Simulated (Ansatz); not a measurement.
C₄H₁₂NSi (SMILES CN(C)[Si](C)C), doublet, geometry from GFN2-xTB; MP2/STO-3G run with Ansatz (an electronic-structure program).

Ansatz was given this input:
Ansatz 0.2 input:
```yaml
crystal:
  periodic: [false, false, false]
  atoms:
    - {symbol: C, position_ang: [1.47598303, -0.63183151, 1.36072763]}
    - {symbol: N, position_ang: [0.90989550, 0.02948944, 0.21618136]}
    - {symbol: C, position_ang: [1.92186935, 0.55811203, -0.65810281]}
    - {symbol: Si, position_ang: [-0.67630915, -0.37435750, -0.37449758]}
    - {symbol: C, position_ang: [-1.82499270, -0.51854130, 1.14315112]}
    - {symbol: C, position_ang: [-1.24713670, 1.06935370, -1.48540107]}
    - {symbol: H, position_ang: [2.10771027, -1.48119756, 1.07024335]}
    - {symbol: H, position_ang: [2.09741409, 0.07155301, 1.92387189]}
    - {symbol: H, position_ang: [0.68492818, -0.99481951, 2.00938050]}
    - {symbol: H, position_ang: [1.45884825, 1.06972134, -1.49606793]}
    - {symbol: H, position_ang: [2.57640866, -0.23168633, -1.04883475]}
    - {symbol: H, position_ang: [2.54635003, 1.27194759, -0.11177425]}
    - {symbol: H, position_ang: [-2.86256635, -0.49757800, 0.82559496]}
    - {symbol: H, position_ang: [-1.67390825, -1.44256320, 1.69198787]}
    - {symbol: H, position_ang: [-1.66892322, 0.31080831, 1.83079913]}
    - {symbol: H, position_ang: [-0.76373648, 1.06220686, -2.45705957]}
    - {symbol: H, position_ang: [-2.31690686, 1.00487576, -1.65653659]}
    - {symbol: H, position_ang: [-1.04089684, 2.02875314, -1.01415706]}
basis:
  gaussian:
    orbitals: STO-3G
magnetization: {spin_polarized: true, initial_magnetization: 1}
correlation: {method: mp2}
```

What the program printed (banner, timings and long lists left out):

```
Functional definition: HF
616 factors; integrals over basis functions are off by at most 4.6e-5 eV
mean field evaluation 1: about -13493.9804 eV, gradient 1.2e1 eV
mean field evaluation 2: about -13494.3044 eV, gradient 1.2e1 eV
mean field evaluation 4: about -13495.6940 eV, gradient 1.4e0 eV
mean field evaluation 8: about -13495.7319 eV, gradient 5.1e-3 eV
mean field -13495.73185926 eV, -495.9589980924 hartree, gradient 2.5e-6 eV, S^2 0.752267; 0 other end points of the search recorded, 0 dependent functions left out
10 core orbitals not correlated
reference -13495.73185926 eV, -495.9589980924 hartree; 19, 18 occupied and 17, 18 virtual orbitals, 616 factors
second order -7.69506365 eV of doubles, -0.00000000 eV of singles
Total energy: -13503.42692291 eV, -496.2417864655 hartree
```
